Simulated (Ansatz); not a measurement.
Consider the formal exchange of groups at the Si–N bond: `[OH][SbH][NH][SiH3]` + `[Cl][SnH]([Cl])[Cl]` → `[SiH3][Sn]([Cl])([Cl])[Cl]` + `[NH2][SbH][OH]`.

Program: Ansatz. Geometries: PBE0-D4/def2-TZVP. ΔE: electronic, gas phase. CCSD(T)/CBS is the MP2 limit (def2-TZVPP, def2-QZVPP) plus CCSD(T) − MP2 in def2-TZVPP, frozen cores. Functionals use def2-TZVPP. B3LYP here is the variant with VWN-RPA as its local correlation; programs differ in this. def2 core potentials past Kr. For Sb, Sn outer-core shells are correlated without core-valence functions, which leaves a few kJ/mol of doubt a bond. Each species was taken in one conformer, which may not be the lowest.

```json
{"level": "PBE-D4", "ΔE (kJ/mol)": "-0.9", "difference from CCSD(T)/CBS": "-16.6"}
{"level": "r2SCAN-D4", "ΔE (kJ/mol)": "10.5", "difference from CCSD(T)/CBS": "-5.2"}
{"level": "PBE0-D4", "ΔE (kJ/mol)": "5.4", "difference from CCSD(T)/CBS": "-10.3"}
{"level": "B3LYP-D4", "ΔE (kJ/mol)": "11.1", "difference from CCSD(T)/CBS": "-4.6"}
{"level": "ωB97X-V", "ΔE (kJ/mol)": "16.9", "difference from CCSD(T)/CBS": "1.2"}
{"level": "ωB97M-V", "ΔE (kJ/mol)": "17.9", "difference from CCSD(T)/CBS": "2.2"}
{"level": "B2PLYP", "ΔE (kJ/mol)": "15.8", "difference from CCSD(T)/CBS": "0.1"}
{"level": "PBE", "ΔE (kJ/mol)": "-1.9", "difference from CCSD(T)/CBS": "-17.6"}
{"level": "r2SCAN", "ΔE (kJ/mol)": "10.5", "difference from CCSD(T)/CBS": "-5.2"}
{"level": "B3LYP", "ΔE (kJ/mol)": "9.5", "difference from CCSD(T)/CBS": "-6.2"}
{"level": "HF/def2-TZVPP", "ΔE (kJ/mol)": "28.8", "difference from CCSD(T)/CBS": "13.1"}
{"level": "MP2/def2-TZVPP", "ΔE (kJ/mol)": "21.7", "difference from CCSD(T)/CBS": "6.0"}
{"level": "SCS-MP2/def2-TZVPP", "ΔE (kJ/mol)": "24.9", "difference from CCSD(T)/CBS": "9.2"}
{"level": "CCSD(T)/def2-TZVPP", "ΔE (kJ/mol)": "21.1", "difference from CCSD(T)/CBS": "5.4"}
{"level": "HF/def2-QZVPP", "ΔE (kJ/mol)": "30.0", "difference from CCSD(T)/CBS": "14.3"}
{"level": "CCSD/CBS(def2)", "ΔE (kJ/mol)": "16.6", "difference from CCSD(T)/CBS": "0.9"}
{"level": "CCSD(T)/CBS", "ΔE (kJ/mol)": "15.7", "difference from CCSD(T)/CBS": "0"}
```

Largest T1 diagnostic among the species: 0.014.

From PBE to PBE0 (25 % exact exchange), in def2-TZVPP and without D4, ΔE moves by +6.8 kJ/mol. In def2-TZVPP, CCSD(T) changes the Hartree–Fock value by −7.7 kJ/mol (the triples alone add −0.8 kJ/mol) and MP2 by −7.1 kJ/mol.
